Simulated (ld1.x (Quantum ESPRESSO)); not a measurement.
## Varying the PAW potential for As (Z = 33)

Base potential:

ld1.x (Quantum ESPRESSO) 7.5 input, shortened:

```
&input
   title='As', zed=33., rel=1, dft='PBESOL', iswitch=3,
   config='[Ar] 3d10 4s2 4p1'
 /
 &inputp
   pseudotype=3, lpaw=.true., tm=.true., lloc=-1, rcloc=1.10,
   nlcc=.true., rcore=1.00,
   which_augfun='BESSEL', rmatch_augfun=1.15
 /
6
4S  1  0   2.00   0.00  1.60  2.00  0.0
4S  1  0   0.00   1.80  1.60  2.00  0.0
4P  2  1   1.00   0.00  1.55  2.05  0.0
4P  2  1   0.00   1.35  1.55  2.05  0.0
3D  3  2  10.00   0.00  1.35  1.40  0.0
3D  3  2   0.00  -2.30  1.35  1.40  0.0
 &test
   configts(1)='3d10 4s2 4p1'
 /
```

All-electron outer shells of the reference configuration (PBEsol, scalar-relativistic, ld1.x):

```json
{"shell": "3p", "level (eV)": "-154.85", "outermost node (bohr)": "0.22", "outermost maximum (bohr)": "0.52"}
{"shell": "3d", "level (eV)": "-61.96", "outermost node (bohr)": "–", "outermost maximum (bohr)": "0.47"}
{"shell": "4s", "level (eV)": "-33.49", "outermost node (bohr)": "0.73", "outermost maximum (bohr)": "1.57"}
{"shell": "4p", "level (eV)": "-22.70", "outermost node (bohr)": "0.77", "outermost maximum (bohr)": "1.83"}
```

Cutoffs, loose and tight: the cutoffs (Ry, on a coarse ladder) from which the occupation-weighted sum of valence levels, in a spherical-Bessel basis at the reference potential, stays within 10 and 1 mRy of its value at 400 Ry. They do not see the model core or the augmentation charge, which bear on the density cutoff. Test errors are all-electron minus pseudo excitation energies from the reference, over the configurations 3d10 4s2 4p3; 3d10 4s2 4p2; 3d10 4s2 4p0; 3d10 4s1 4p0; 3d9 4s2 4p3; 3d10 4s0 4p5; 3d9 4s2 4p4. A dash means not determined; rows that change the core or the reference have their own tests. The largest error is taken over the tests solved by every variant that gives reliable tests at all: 3d10 4s2 4p0; 3d10 4s2 4p2; 3d10 4s2 4p3.

A true bound ghost makes a file unfit for plane-wave use even where its test errors are small: the radial tests pick states by their node count and pass the ghost by.

```tsv
change	outcome	cutoff, loose	cutoff, tight	bound ghosts	largest test error (meV)
base	generated	60 Ry	100 Ry	s	-13
core correction a·sin(br)/r model core, default radius (ld1.x builds one for every PAW set, though the input has nlcc=.false.)	generated	60 Ry	100 Ry	s	-12
core correction a·sin(br)/r model core inside 0.60 bohr	generated	60 Ry	100 Ry	s	-14
core correction a·sin(br)/r model core inside 0.90 bohr	generated	60 Ry	100 Ry	s	-14
core correction a·sin(br)/r model core inside 1.08 bohr	generated	60 Ry	100 Ry	s	-13
core correction a·sin(br)/r model core inside 1.20 bohr	generated	60 Ry	100 Ry	s	-13
core correction a·sin(br)/r model core inside 1.42 bohr	generated	60 Ry	100 Ry	s	-13
core correction a·sin(br)/r model core inside 1.64 bohr	generated	60 Ry	100 Ry	s	-12
```
